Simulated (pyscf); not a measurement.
Single points on ωB97X-D3(BJ)/def2-SVP structures (PySCF, gas phase). MP2 and CC: frozen core, UHF for open shells. ΔMP2 is the change of the MP2 total energy from the triple- to the quadruple-zeta basis.

Problem. For the elementary gas-phase step •H₂C–GaH–F (SMILES [CH2][GaH][F]) → [H₃C–Ga–F]• (SMILES [CH3][Ga][F]) (doublet surface; Ga–H broken, C–H formed), what barrier and reaction energy does CCSD(T)/def2-TZVPP + ΔMP2(QZVPP) give, measured from the reactant's lowest minimum found?

Solution. ΔE‡ = 1.85 eV, ΔE = -0.96 eV. Zero-point energy shifts the barrier by -0.04 eV. It is a hydrogen shift, with an imaginary mode of 1530i cm⁻¹. One saddle was located; it need not be the lowest between these sides. The CCSD(T) − MP2 part came from Ansatz, without density fitting, on the same reference. A UHF reference is spin-contaminated (<S²> up to 0.92), which harms MP2 most. The frozen core leaves the outer d or s,p core shells of the metals and heavy elements correlated in the MP2 and CC values, and def2-TZVPP describes them poorly, which can shift differences by a few kcal/mol. Elements up to Kr have no core potential and no relativistic terms here.
